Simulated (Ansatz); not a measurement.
Which method gave which barrier?

Saddle point of Si₃NH₇F₄, closed shell (SiF₄ ([F][Si]([F])([F])[F]) + Si₂NH₇ ([SiH3][NH][SiH3]) → Si₃NH₆F₃ ([F][Si]([F])([F])[N]([SiH3])[SiH3]) + HF; bonds formed: Si1–N7, F2–H6; bonds broken: Si1–F2, H6–N7), PBE0-D4/def2-TZVP structure:

```
atom    x (Å)    y (Å)    z (Å)
 Si1  -1.1284   0.5990  -1.0364
  F2  -0.5027   2.2878  -0.1422
  F3  -1.4879  -0.8801  -1.5433
  F4  -2.5593   1.0435  -0.5498
  F5  -0.5530   1.2138  -2.3690
  H6   0.0492   1.4075   0.3497
  N7   0.1183   0.1411   0.1847
 Si8   1.7285  -0.3095  -0.4397
 Si9  -0.4264  -0.8656   1.5525
 H10   1.5954  -1.4024  -1.4273
 H11   2.5008  -0.7689   0.7408
 H12   2.3384   0.8961  -1.0402
 H13  -0.1283  -2.2843   1.2459
 H14  -1.8780  -0.6457   1.7273
 H15   0.3333  -0.4324   2.7473
```

Ansatz 0.2.0; basis: def2-TZVPP, with def2-QZVPP for the basis limit; cores frozen in the correlated methods. B3LYP uses VWN-RPA correlation. Extrapolation: Hartree–Fock as exp(−7.88 √X), correlation as X^−2.97. Four methods, as single points on the PBE0-D4 structures, gave these electronic barriers from the start structure: 1.442, 1.542, 1.712, 2.307 eV.

**Question.** The methods were, in alphabetical order, B3LYP-D4, BHLYP-D4, BLYP-D4, HF. Which gave which? (A judgement: the text doesn't fix the answer.)

**Answer.** The calculation gives: BLYP-D4 1.442; B3LYP-D4 1.542; BHLYP-D4 1.712; HF 2.307 eV. For comparison, CCSD(T) at an estimated basis limit (MP2 extrapolated from triple and quadruple zeta, plus CCSD(T) − MP2 in triple zeta) gives 1.530 eV.

No T1 diagnostic of these runs exceeds 0.013.

The step is the kind of exchange with an N–H group that builds nitride films in atomic layer and chemical vapour deposition. Here a small cluster stands in for the surface site.

Labels in which every atom is bracketed show which atoms are joined, not bond orders.

For scale, one of the runs: CCSD(T)/def2-TZVPP, 379 basis functions, launched by `ansatz run in.yaml --threads 2 --pin off --events-out ev --progress --plain --max-ram 20480MiB --backend cuda --devices 0, --max-vram 18GiB`. The run took 22 s on 2 CPU threads of an AMD EPYC 7R13 and a share of one NVIDIA H100 (shared host), with 0.88 GiB of host memory at its peak.
